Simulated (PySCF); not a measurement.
## Mn¹⁹⁺ (manganese, charge +19) across methods

[He] 2s2 2p2, high-spin 3P determinant. Computed with PySCF 2.14 in an uncontracted even-tempered set (20 s from 3.8 bohr⁻², ratio 2.2; 11 p from 4.9 bohr⁻², ratio 2.2; 6 d from 22 bohr⁻², ratio 2.4; 5 f from 32 bohr⁻², ratio 2.4; 4 g from 49 bohr⁻², ratio 2.4), with scalar relativity by spin-free X2C-1e.

```json
{"method": "PBEsol", "E (hartree)": "-864.826", "mean ε 2s α (eV)": "-1565.6", "mean ε 2s β (eV)": "-1546.5", "mean ε 2p α (eV)": "-1487.8", "Σ⟨r²⟩ (bohr²)": "0.2884", "⟨S²⟩": "2.000"}
{"method": "r2SCAN", "E (hartree)": "-865.922", "mean ε 2s α (eV)": "-1573.1", "mean ε 2s β (eV)": "-1549.8", "mean ε 2p α (eV)": "-1494.8", "Σ⟨r²⟩ (bohr²)": "0.2879", "⟨S²⟩": "2.000"}
{"method": "PBE0", "E (hartree)": "-865.805", "mean ε 2s α (eV)": "-1580.2", "mean ε 2s β (eV)": "-1556.7", "mean ε 2p α (eV)": "-1501.7", "Σ⟨r²⟩ (bohr²)": "0.2881", "⟨S²⟩": "2.000"}
{"method": "B3LYP", "E (hartree)": "-865.885", "mean ε 2s α (eV)": "-1577.8", "mean ε 2s β (eV)": "-1555.1", "mean ε 2p α (eV)": "-1499.7", "Σ⟨r²⟩ (bohr²)": "0.2881", "⟨S²⟩": "2.000"}
{"method": "PBE", "E (hartree)": "-865.762", "mean ε 2s α (eV)": "-1566.9", "mean ε 2s β (eV)": "-1548.0", "mean ε 2p α (eV)": "-1489.0", "Σ⟨r²⟩ (bohr²)": "0.2882", "⟨S²⟩": "2.000"}
{"method": "UHF", "E (hartree)": "-865.76399", "mean ε 2s α (eV)": "-1619.2", "mean ε 2s β (eV)": "-1580.8", "mean ε 2p α (eV)": "-1538.8", "Σ⟨r²⟩ (bohr²)": "0.2878", "⟨S²⟩": "2.000"}
```

Question: Estimate the same row for LDA.

Answer: E (hartree) = -863.603; mean ε 2s α (eV) = -1564.3; mean ε 2s β (eV) = -1545.4; mean ε 2p α (eV) = -1487.0; Σ⟨r²⟩ (bohr²) = 0.2887; ⟨S²⟩ = 2.000.
